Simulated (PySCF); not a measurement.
HSSi, SMILES [Si]=[SH+] (connectivity only; charge and spin as stated), charge +1, multiplicity 1. Geometry optimised at PBE0-D3(BJ)/def2-TZVP. The isomer is the one that the SMILES or the coordinates give; other isomers of the formula were not compared.

PySCF with TDA-PBE0/def2-TZVPD puts the lowest singlet excitations at 3.75, 4.02, 4.67, 5.42, 7.29, 7.36 eV.

Problem. What are the lowest excitation roots from ADC(2)/aug-cc-pVDZ run with PySCF? (An estimate is asked for; the answer gives what the named calculation found.)

Solution. 3.91, 3.97, 4.75, 5.24, 7.52, 7.62 eV. S1 differs by 0.16 eV (second minus first; roots are paired by order, and the bases may differ).
